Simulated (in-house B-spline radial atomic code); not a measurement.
Results of a calculation; reference values are marked as such.
## F ion on Cu atom: potential, deflection and energy transfer

The pair potential comes from two frozen, spherical free-atom densities (PBE, B-spline radial code, scalar-relativistic past argon): electrostatics plus the change in Thomas-Fermi kinetic and Dirac exchange energy where they overlap, the recipe behind the universal ZBL potential, which averages such potentials (from solid-state densities) over many pairs. It is written V = (Z1 Z2 e²/r) φ(r/a), with e² = 14.3996 eV·Å and a = 0.46850 Å/(Z1^0.23 + Z2^0.23); ZBL's fit is φ = 0.18175 e^(−3.1998x) + 0.50986 e^(−0.94229x) + 0.28022 e^(−0.4029x) + 0.02817 e^(−0.20162x). Where φ falls below 4e-4 it is continued as an exponential.

Masses 19.0 and 63.55 u.

```json
{"x = r/a": "0.1", "φ, this pair": "0.8948", "φ, ZBL": "0.8928"}
{"x = r/a": "0.5", "φ, this pair": "0.6315", "φ, ZBL": "0.6096"}
{"x = r/a": "1.5", "φ, this pair": "0.3222", "φ, ZBL": "0.2995"}
{"x = r/a": "3", "φ, this pair": "0.1423", "φ, ZBL": "0.1292"}
{"x = r/a": "5", "φ, this pair": "0.05645", "φ, ZBL": "0.05224"}
{"x = r/a": "8", "φ, this pair": "0.01771", "φ, ZBL": "0.01705"}
{"x = r/a": "12", "φ, this pair": "0.003858", "φ, ZBL": "0.00474"}
{"x = r/a": "17", "φ, this pair": "0.0006818", "φ, ZBL": "0.001212"}
```

At x = 2 the electrostatic, kinetic and exchange parts are 2000.18, 1841.7 and -129.62 eV. Find r, V and φ.

a = 0.46850/(1.6576 + 2.1695) = 0.12242 Å, so r = 0.24484 Å. V = 2000.18 + 1841.7 + (-129.62) = 3712.26 eV. The bare repulsion is 9 × 29 × 14.3996/0.24484 = 15350 eV, so φ = 0.2418, +9.1 % against ZBL's 0.2218. The kinetic (Pauli) term is 50 % of V here.

The ion comes in at 3.988 keV with impact parameter 0.6121 Å. The scattering integral gives a centre-of-mass angle of 11.57° and a closest approach of 5.261 a. What are the reduced energy, the energy passed on and the laboratory angles?

ε = E a M2/(Z1 Z2 e² (M1 + M2)) = 3988 × 2.5076e-05 = 0.1. The most that one collision can pass on is γE with γ = 4 M1 M2/(M1 + M2)² = 0.7088. Here T = γE sin²(θ/2) = 0.7088 × 3988 × 0.01015 = 28.7 eV. The ion turns by arctan(sin θ/(cos θ + M1/M2)) = 8.9°, and the struck atom leaves at (180° − θ)/2 = 84.2°. The closest approach is 0.644 Å. With ZBL the angle would be 10.78° and T = 24.95 eV.
